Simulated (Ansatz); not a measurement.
Ansatz (a program for electronic structure) input (CCSD(T)/def2-SVPD):

Ansatz 0.2 input:
```yaml
crystal:
  periodic: [false, false, false]
  atoms:
    - {symbol: Rb, position_ang: [-0.00000000, -0.00000000, -0.47935972]}
    - {symbol: F, position_ang: [0.00000000, 0.00000000, 1.97070106]}
basis:
  gaussian:
    orbitals: def2-SVPD
total_charge: -1
magnetization: {spin_polarized: true, initial_magnetization: 1}
correlation: {method: ccsd_t, electrons: outside_noble_gas}
output: {forces: true}
```

End of the output:

```
densities: 0.15 GiB planned
second order -6.05026905 eV of doubles, -0.00000000 eV of singles
coupled cluster: 0.12 GiB planned
cycle   1  -6.00877738 eV  change    1.0e-6 eV  update   3.8e-6
cycle   2  -6.00877739 eV  change   -8.4e-9 eV  update   3.1e-6
cycle   3  -6.00877737 eV  change    2.5e-8 eV  update   1.4e-6
cycle   4  -6.00877724 eV  change    1.3e-7 eV  update   6.8e-7
cycle   5  -6.00877718 eV  change    5.5e-8 eV  update   1.9e-7
perturbative correction -0.13298161 eV, -0.0048869840 hartree
the calculation of the forces begins
mean field evaluation 512: about -3352.8479 eV, gradient 2.5e-6 eV
Total energy: -3358.98967202 eV, -123.4405936417 hartree
Atom 0 at    -0.000000    -0.000000    -0.479360 Å, force     0.000000     0.000000    -0.355359 eV/Å
Atom 1 at     0.000000     0.000000     1.970701 Å, force    -0.000000    -0.000000     0.355359 eV/Å
Dipole moment:     0.000000     0.000000     0.593418 e Å
```
